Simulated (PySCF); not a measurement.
# Radial density of Br(2+) (bromine, charge +2)

UHF, [Ar] 3d10 4s2 4p3, high-spin 4S determinant. Calculation: PySCF 2.14, in cc-pVDZ-DK; scalar relativity by spin-free X2C-1e.

```
r (bohr)  4πr²ρ (e/bohr)  4πr²(ρα − ρβ)
0.000952          0.5766         0.0000
 0.00160           1.375         0.0000
 0.00269           3.229         0.0000
 0.00453           7.293         0.0001
 0.00762           15.25         0.0004
  0.0128           27.85         0.0016
  0.0216           40.65         0.0076
  0.0363           42.19         0.0329
  0.0610           35.36         0.1025
   0.103           46.46         0.1567
   0.173           45.85         0.0149
   0.290           27.88         0.1628
   0.488           34.83         0.3094
   0.821           12.99         0.1536
    1.38           4.394         1.8987
    2.32           1.574         1.0661
    3.91         0.09300         0.0794
    6.58       0.0001822         0.0002
```

Densities and radii are taken from the X2C orbitals without a picture-change correction, which distorts them close to the nucleus.
